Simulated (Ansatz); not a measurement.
CuFH$_{2}$O, SMILES `[OH2+][Cu-][F]`, relaxed with RKS PBE0-D4/def2-TZVP in Ansatz from a PBE-D4/def2-SVP geometry. The force threshold is 0.005 eV/Å; the program also tests the step.

The species carries charge 0 and has multiplicity 1.

Start:

```xyz
5

O    -0.182    0.780    0.614
Cu   -0.119   -0.570   -0.770
F    -0.063   -1.786   -2.018
H    -0.325    0.356    1.485
H     0.690    1.220    0.689
```

Question: How much energy does the relaxation release, and in how many steps? (An estimate is asked.)

Answer: The calculation gave: 0.02 eV, in 7 steps, 2 of them rejected.

Question: Which bonds change most? (Best estimate.)

Answer: Computed: O1–H5 from 0.979 to 0.963 Å; O1–H4 from 0.979 to 0.963 Å; Cu2–F3 from 1.743 to 1.755 Å; O1–Cu2 from 1.935 to 1.925 Å.

Question: Give the relaxed structure. (An estimate is asked.)

Answer: Ansatz gave: 
```xyz
5

O    -0.142    0.740    0.622
Cu   -0.108   -0.586   -0.773
F    -0.077   -1.794   -2.045
H    -0.343    0.389    1.495
H     0.670    1.251    0.701
```
